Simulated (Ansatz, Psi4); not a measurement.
# InF: a line through the functionals

InF has 2 atoms, charge 0, and is taken as a singlet. SMILES: `[F][In]`. The shape is that of a PBE0-D4/def2-TZVP optimisation.

The electronic atomisation energy y, in eV, basis def2-TZVPP with a core potential; a is the functional's share of exact exchange. Programs: Ansatz 0.2.0, Psi4 1.11.

| functional | program | a | y (eV) |
| --- | --- | --- | --- |
| revPBE | Psi4 | 0 | 5.52 |
| BLYP | Psi4 | 0 | 5.71 |
| TPSSh | Psi4 | 0.1 | ? |
| B3LYP | Psi4 | 0.2 | 5.51 |
| PBE0 | Psi4 | 0.25 | 5.41 |
| r2SCAN0 | Ansatz | 0.25 | 5.26 |
| BHLYP | Psi4 | 0.5 | 5.10 |

**Question.** Fit y = c + s·a to the known rows and predict TPSSh.

**Answer.** 
1. Means of the 6 rows: a = 0.2000, y = 5.418.
2. Σ(Δa)² = 0.175, Σ(Δa·Δy) = -0.1825, so the slope is -0.1825/0.175 = -1.0429.
3. Intercept: 5.418 − (-1.0429) × 0.2000 = 5.627. The largest residual of the fit is 0.11.
4. TPSSh: 5.627 + (-1.0429) × 0.1 = 5.52 eV.

The run gave 5.51 eV, so the prediction is off by +0.01 eV, within the largest residual. The rows mix families of semi-local functionals, which the line can't see. Spin-orbit coupling is left out.
